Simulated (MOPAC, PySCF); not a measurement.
H₂F₂GeS₂, SMILES `[F][Ge]([F])([SH])[SH]` (S–Ge–S–H torsion -148°, S–Ge–S–H torsion -148°), neutral singlet in the gas phase. 

Z-matrix (Å, degrees):
```
Ge
F 1 1.7502
F 1 1.7502 2 102.29
S 1 2.2041 2 113.52 3 -115.27
H 4 1.3565 1 90.98 2 90.02
S 1 2.2041 2 107.38 3 119.81
H 6 1.3565 1 90.89 2 -22.29
```
Charge 0, multiplicity 1.

All levels are single points at this geometry (PBE-D3(BJ)/def2-TZVP); Pople sets use spherical d functions. Orbital energies aren't observables, and empty levels follow the basis.

```json
[
 {"level": "PBE-D3(BJ)/def2-TZVP in PySCF", "HOMO (eV)": "-7.12", "LUMO (eV)": "-2.56", "gap (eV)": "4.56", "dipole (D)": "1.11", "vertical IE, Delta-SCF (eV)": "–"},
 {"level": "B3LYP/3-21G in PySCF", "HOMO (eV)": "-8.23", "LUMO (eV)": "-1.93", "gap (eV)": "6.30", "dipole (D)": "0.43", "vertical IE, Delta-SCF (eV)": "–"},
 {"level": "B3LYP/6-311+G** (LANL2DZ on Ge) in PySCF", "HOMO (eV)": "-8.32", "LUMO (eV)": "-2.13", "gap (eV)": "6.19", "dipole (D)": "1.52", "vertical IE, Delta-SCF (eV)": "–"},
 {"level": "B3LYP/6-31G* in PySCF", "HOMO (eV)": "-8.04", "LUMO (eV)": "-1.80", "gap (eV)": "6.24", "dipole (D)": "0.68", "vertical IE, Delta-SCF (eV)": "10.29"},
 {"level": "B3LYP/LANL2DZ in PySCF", "HOMO (eV)": "-8.51", "LUMO (eV)": "-2.33", "gap (eV)": "6.17", "dipole (D)": "0.74", "vertical IE, Delta-SCF (eV)": "–"},
 {"level": "BP86/6-31G* in PySCF", "HOMO (eV)": "-7.09", "LUMO (eV)": "-2.61", "gap (eV)": "4.48", "dipole (D)": "0.48", "vertical IE, Delta-SCF (eV)": "–"},
 {"level": "M06-2X/6-31G* in PySCF", "HOMO (eV)": "-9.56", "LUMO (eV)": "-0.22", "gap (eV)": "9.34", "dipole (D)": "0.58", "vertical IE, Delta-SCF (eV)": "–"},
 {"level": "PBE/6-31G* in PySCF", "HOMO (eV)": "-7.00", "LUMO (eV)": "-2.49", "gap (eV)": "4.51", "dipole (D)": "0.46", "vertical IE, Delta-SCF (eV)": "–"},
 {"level": "SVWN5/6-31G* in PySCF", "HOMO (eV)": "-7.10", "LUMO (eV)": "-2.75", "gap (eV)": "4.35", "dipole (D)": "0.50", "vertical IE, Delta-SCF (eV)": "10.08"},
 {"level": "HF/6-31G* in PySCF", "HOMO (eV)": "-11.40", "LUMO (eV)": "2.44", "gap (eV)": "13.84", "dipole (D)": "0.86", "vertical IE, Delta-SCF (eV)": "10.58"},
 {"level": "HF/STO-3G in PySCF", "HOMO (eV)": "-7.82", "LUMO (eV)": "8.35", "gap (eV)": "16.17", "dipole (D)": "0.04", "vertical IE, Delta-SCF (eV)": "–"},
 {"level": "PM3 in MOPAC", "HOMO (eV)": "-10.25", "LUMO (eV)": "-3.01", "gap (eV)": "7.24", "dipole (D)": "0.48", "vertical IE, Delta-SCF (eV)": "–"},
 {"level": "PM6 in MOPAC", "HOMO (eV)": "-10.23", "LUMO (eV)": "-1.73", "gap (eV)": "8.51", "dipole (D)": "1.28", "vertical IE, Delta-SCF (eV)": "–"}
]
```
